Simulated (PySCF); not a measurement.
Electron affinity of Ba by level of theory

Ba⁻ [Xe] 6s2 6p1 (2P) → Ba [Xe] 6s2 (1S), as a difference of total energies. Calculation: PySCF 2.14, in def2-TZVPPD with one added diffuse shell each of s, p, d type with the def2 core potential (46 electrons) (7s5p4d1f, 49 functions); a scalar-relativistic core potential. Correlated levels: valence: 5s2 5p6 frozen; valence and next inner shell: nothing frozen outside the core potential. The calculations carry no spin-orbit coupling.

```
                                method  electron affinity (eV)
                                   UHF                  -0.072
                                   PBE                   0.123
                                  PBE0                   0.132
                                r2SCAN                   0.208
                               LC-wPBE                   0.191
                         MP2 (valence)                  -0.049
                     SCS-MP2 (valence)                  -0.076
                        CCSD (valence)                   0.113
                     CCSD(T) (valence)                   0.137
    MP2 (valence and next inner shell)                  -0.113
SCS-MP2 (valence and next inner shell)                  -0.126
   CCSD (valence and next inner shell)                   0.067
CCSD(T) (valence and next inner shell)                   0.084
```

The reference lies between the lowest fine-structure levels, while these numbers refer to the centres of the terms.

Errors of the correlated levels include the incompleteness of this basis and the frozen core.

A negative affinity means that the anion lies above the atom at that level of theory.

The coupled-cluster amplitudes are large for Ba⁻ (T1 above 0.03 or a double amplitude above 0.15), so a single reference is strained.

In the anion the highest occupied orbital energy is positive at PBE, PBE0, r2SCAN, a self-interaction effect; the basis confines that electron, and the energy difference can still be sensible.

For comparison: 0.145 eV (measured; photodetachment measurements, as compiled on the Wikipedia data page of electron affinities).
